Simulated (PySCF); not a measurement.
C3H9Si, SMILES C[Si](C)C, multiplicity 2. Geometry: B3LYP-D3(BJ)/def2-SVP. The isomer is the one that the SMILES or the coordinates give; other isomers of the formula were not compared.

The numbers are results of B3LYP-D3(BJ)/def2-SVP (PySCF 2.14.0), not measurements.

Harmonic wavenumbers (cm⁻¹): 138, 151, 151, 197, 197, 221, 595, 674, 674, 683, 714, 714, 856, 856, 863, 1253, 1253, 1265, 1420, 1428, 1428, 1433, 1433, 1445, 3008, 3008, 3009, 3096, 3096, 3096, 3123, 3124, 3124. Rotational constants (GHz): 5.410, 5.410, 3.086; symmetry number 3.

Task: Work out the zero-point energy and the ideal-gas rigid-rotor harmonic-oscillator thermochemistry at 298.15 K and 1 atm.

Result: ZPE = ½ Σ hcν = ½ × 47725 cm⁻¹ = 68.23 kcal/mol. H − E(el) = 73.49 kcal/mol. Entropy in cal/(mol K): translation 38.79, rotation 23.50, vibration 17.14, spin 1.38, total 80.80. G − E(el) = 49.40 kcal/mol. Cp = 27.19 cal/(mol K). Modes under 150 cm⁻¹ make the vibrational entropy uncertain.
